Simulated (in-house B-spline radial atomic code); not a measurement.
Functionals against ionisation energies along an isoelectronic series: Dy to Tm³⁺

Ionisation energies as differences of self-consistent total energies from an all-electron radial atomic-structure program (B-spline basis): all electrons, radial basis limit, scalar-relativistic (one-electron X2C), spin-polarised at highest spin, spherical densities; exact exchange is averaged over the determinants of each configuration. No spin-orbit coupling, Breit or QED terms. NIST's values run from ground level to ground level, so in open shells the differences also hold multiplet and fine-structure energies that spherical high-spin averages miss. Columns give computed minus NIST, in eV; a star marks a semi-empirical value. Species are left out where the tabulated value is theory, is uncertain by more than 0.12 eV, or (13 ions, such as In⁴⁺, Te⁴⁺ and Bi⁴⁺) lies off its series for all methods alike, which flatters the means a little.

```tsv
species	shell	NIST (eV)	PBEsol	BP86	PBE0	r2SCAN0
Dy	6s	5.94	-0.01	+0.16	-0.12	-0.27
Ho⁺	6s	11.78 ± 0.02*	?	?	?	?
Er²⁺	4f	22.70 ± 0.03*	+2.47	+2.53	+1.28	+0.89
Tm³⁺	4f	42.41 ± 0.04*	+2.53	+2.59	+1.55	+1.25
```

(1) What are the differences for Ho⁺ ([Xe] 4f11 6s1)?

(2) How do the methods rank, and which species is hardest?

Results:

(1) PBEsol +0.19; BP86 +0.30; PBE0 +0.01; r2SCAN0 -0.10 eV.

(2) Mean absolute (signed) differences: r2SCAN0 0.63 (+0.44) eV; PBE0 0.74 (+0.68) eV; PBEsol 1.30 (+1.29) eV; BP86 1.40 (+1.40) eV. For Tm³⁺, which loses a 4f electron, the nearest method is off by +1.25 eV, the largest such miss.
